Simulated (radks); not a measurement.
Spherical quantum dot in the effective-mass picture: electrons in a parabolic well V = omega^2 r^2 / 2 with omega = 2.31, all in effective atomic units (hartree* = m*/eps^2 hartree, bohr* = eps/m* bohr), one dielectric constant everywhere. Calculated with a radial shooting solver with Libxc functionals: non-relativistic Kohn-Sham, LDA (Slater exchange, Perdew-Wang correlation), spin-polarised, spherical densities. Levels are named by radial order and angular momentum (1s, 1p, 1d, 2s, ...), and open shells are averaged over m.

N = 28, configuration 1s2 1p6 1d10 2s2 1f(up 7, down 1). This is the lowest configuration that the search found. Occupied and some empty levels:

level,occupation,eigenvalue (hartree*),<r> (bohr*)
1s up,1,22.391,1.038
1s down,1,22.448,1.024
1p up,3,23.584,1.323
1p down,3,23.671,1.314
1d up,5,24.887,1.526
1d down,5,24.991,1.522
2s up,1,25.083,1.348
2s down,1,25.158,1.354
1f up,7,26.296,1.686
1f down,1,26.407,1.686
2p up,0,26.625,1.513
2p down,0,26.696,1.518
1g up,0,27.802,1.821
1g down,0,27.912,1.823
2d up,0,28.234,1.668
2d down,0,28.307,1.670

Energy (hartree*): total 465.507, kinetic 69.433, external 178.71, Hartree 237.54, exchange-correlation -20.178.

Electron density:

r (bohr*),n(r) (e/bohr*^3)
0.140,1.316
0.373,1.140
0.606,0.9745
0.839,0.9511
1.07,1.024
1.31,1.025
1.54,0.8453
1.77,0.5421
2.00,0.2621
2.24,0.09383
2.47,0.02468
2.71,0.004729
2.94,0.0006706
